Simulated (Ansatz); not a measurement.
Species: CI (charge 0, doublet). 
Coordinates optimised at B3LYP-D3(BJ)/def2-TZVP (Ansatz, a quantum-chemistry and plane-wave program):
```
C
I 1 2.0388
```
Charge 0, spin multiplicity 2.

Basis-set convergence of Hartree-Fock and CCSD correlation energies (hartree) with Ansatz. Valence correlation only, unless marked. Open shells are spin-unrestricted. No spin-orbit coupling. Frozen are the shells of the preceding noble gas and the d and f shells that filled before the atom's block. In def2 rows, elements after Kr have scalar-relativistic effective core potentials.

The UHF reference is spin-contaminated (<S^2> 0.18 over the pure value in the largest basis). The T1 diagnostic of CCSD in the largest basis is 0.062, which is high, so the coupled-cluster rows are less sure than usual.

```tsv
basis	functions	E(HF)	E(corr, CCSD)
def2-SVPD	55	-334.33076	-0.21949
def2-TZVPPD	96	-334.38913	-0.27349
def2-QZVPPD	154	-334.39181	-0.29604
```

Extrapolating the two largest sets (X = 3 and 4) as X^-3: E(corr) = (64·(-0.29604) - 27·(-0.27349))/37 = -0.3125 Eh, an estimate of the basis-set limit. The largest set recovers 94.7 % of it, the smallest 70.2 %.
